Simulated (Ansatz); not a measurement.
TiHF3⁻. Total charge -1; doublet. Geometry PBE-D4/def2-TZVP, that of the neutral singlet; atoms count from 1.

```xyz
5

Ti    0.0102   -0.0515    0.0245
H    -0.2874    1.4551   -0.6913
F     1.2825   -0.7847   -0.9396
F    -1.5133   -0.9216   -0.0651
F     0.5080    0.3027    1.6715
```

The highest occupied level of the charge -1 doublet lies above zero (up to 1.19 eV). By energy differences its removal costs 1.08 eV (vertical, to the charge 0 singlet, at PBE0-D4/def2-TZVPD); a positive level beside a positive removal energy at the same level points to self-interaction error.

Question: Estimate the Mulliken populations from the PBE0/def2-TZVPD orbitals of Ansatz.

Answer: 
| atom | charge (e) | spin (α − β) | d electrons |
| --- | --- | --- | --- |
| Ti1 | 1.18 | 1.04 | 2.17 |
| H2 | -0.08 | -0.05 | – |
| F3 | -0.70 | 0.00 | – |
| F4 | -0.69 | 0.00 | – |
| F5 | -0.70 | 0.00 | – |
Mulliken values and Mayer orders depend strongly on the basis. With diffuse functions, as here, like atoms can get unlike values, and bond orders can come out too low or too high.

Question: Where does the spin sit?

Answer: Summed by element: Ti 1.04, H -0.05, F 0.00, of 1 unpaired in all. Largest on single atoms: Ti1 1.04, H2 -0.05, F3 0.00.

Question: And the Mayer bond orders between bonded heavy atoms (over 0.3)?

Answer: Ti1–F3 0.48 (1.76 Å); Ti1–F4 0.52 (1.76 Å); Ti1–F5 0.48 (1.76 Å).
